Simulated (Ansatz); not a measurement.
Total energies of C19H15Br (relaxed from a model of trityl bromide, whose bonding it doesn't keep) from Ansatz at PBE0-D4/def2-TZVP, gas phase (1 Eh = 27.2114 eV = 2625.5 kJ/mol). The reference geometry is relaxed at r2SCAN-D4/def2-SVP.

```tsv
state	geometry	energy (Eh)
charge 0 singlet	reference	-3306.33009
charge 1 doublet	reference	-3306.02178
charge -1 doublet	reference	-3306.34220
charge -1 doublet	relaxed at r2SCAN-D4/def2-SVP	-3306.39071
free Br atom (doublet)	–	-2573.81189
free C atom (triplet)	–	-37.80537
free H atom (doublet)	–	-0.50104
```

Single mean-field runs in def2-TZVP are fitted with def2-universal-jkfit.

(1) Work out the vertical ionisation energy to the doublet.

(2) Work out the vertical electron affinity, to the doublet.

(3) Give the fundamental gap IE − EA, the Mulliken electronegativity (IE + EA)/2 and the hardness (IE − EA)/2.

(4) How much does the charge -1 doublet relax, and what is the adiabatic electron affinity?

(5) What is the binding energy per atom against free atoms?

(1) E(charge 1 doublet) − E(charge 0 singlet) = -3306.02178 − (-3306.33009) = 0.30831 Eh = 8.39 eV. For comparison, −ε of the highest occupied level is 7.03 eV at this level, 1.36 eV less.

(2) E(charge 0 singlet) − E(charge -1 doublet) = -3306.33009 − (-3306.34220) = 0.01211 Eh = 0.33 eV. The basis lacks diffuse functions, which makes affinities too small.

(3) From the values in Eh: IE − EA = 0.30831 − 0.01211 = 0.29620 Eh = 8.06 eV; (IE + EA)/2 = 4.36 eV; (IE − EA)/2 = 4.03 eV. The HOMO–LUMO gap of the same run is 5.50 eV, 2.56 eV smaller than the fundamental gap.

(4) Relaxation: -3306.34220 − (-3306.39071) = 0.04851 Eh = 1.32 eV. Adiabatic electron affinity: 0.06062 Eh = 1.65 eV, without zero-point energy. Bonds change on the way (1 lost, 0 formed), so the relaxed form is another species. 

(5) Atoms: 1 × (-2573.81189) + 19 × (-37.80537) + 15 × (-0.50104) = -3299.62952 Eh. Binding: -3299.62952 − (-3306.33009) = 6.70057 Eh = 182.33 eV, or 5.21 eV for each of 35 atoms (no zero-point energy, no counterpoise term).

At PBE0-D4/def2-TZVP the highest occupied level of the charge -1 doublet lies above zero (up to 0.96 eV). By energy differences its removal costs 0.33 eV (vertical, to the charge 0 singlet, at PBE0-D4/def2-TZVP); self-interaction error and the lack of diffuse functions both raise the level.
